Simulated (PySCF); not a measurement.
CdHI, SMILES [I][CdH].

The structure is a stationary point at PBE0-D3(BJ)/def2-TZVP. The def2 effective core potentials stand for the cores of Cd, I; spin–orbit coupling is left out.

Level of theory: TDA-PBE0/def2-TZVPD in PySCF.

Vertical excitations; the highest root listed may be one member of a degenerate set. The molecule is in vacuum. State labels are in the subgroup C2v.

| state | symmetry | energy (eV) | λ (nm) | f | main pairs |
|---|---|---|---|---|---|
| S1 | B2 | 5.14 | 241 | 0.025 | HOMO→LUMO (degenerate set) |
| S2 | B1 | 5.14 | 241 | 0.025 | HOMO−1→LUMO (degenerate set) |
| S3 | A2 | 5.44 | 228 | 0.000 | HOMO→LUMO+1 50 %, HOMO−1→LUMO+2 50 % |
| S4 | A1 | 5.46 | 227 | 0.000 | HOMO→LUMO+2, HOMO−1→LUMO+1 (degenerate set) |
| S5 | A2 | 5.46 | 227 | 0.000 | HOMO−1→LUMO+2, HOMO→LUMO+1 (degenerate set) |
| S6 | A1 | 5.78 | 214 | 0.011 | HOMO−1→LUMO+1 40 %, HOMO→LUMO+2 40 %, HOMO−2→LUMO 17 % |
| S7 | B2 | 6.37 | 195 | 0.009 | HOMO−2→LUMO+2 (degenerate set) |
| S8 | B1 | 6.37 | 195 | 0.009 | HOMO−2→LUMO+1 (degenerate set) |
| S9 | B1 | 7.43 | 167 | 0.028 | HOMO−1→LUMO+3, HOMO−1→LUMO+6 (degenerate set) |
| S10 | B2 | 7.43 | 167 | 0.028 | HOMO→LUMO+3, HOMO→LUMO+6 (degenerate set) |
| T1 | B1 | 4.79 | 259 | 0 | HOMO−1→LUMO (degenerate set) |
| T2 | B2 | 4.79 | 259 | 0 | HOMO→LUMO (degenerate set) |
| T3 | A1 | 5.12 | 242 | 0 | HOMO→LUMO+2 39 %, HOMO−1→LUMO+1 39 %, HOMO−2→LUMO 20 % |
| T4 | A1 | 5.27 | 235 | 0 | HOMO−2→LUMO 75 % |
Triplets are in the Tamm–Dancoff approximation.
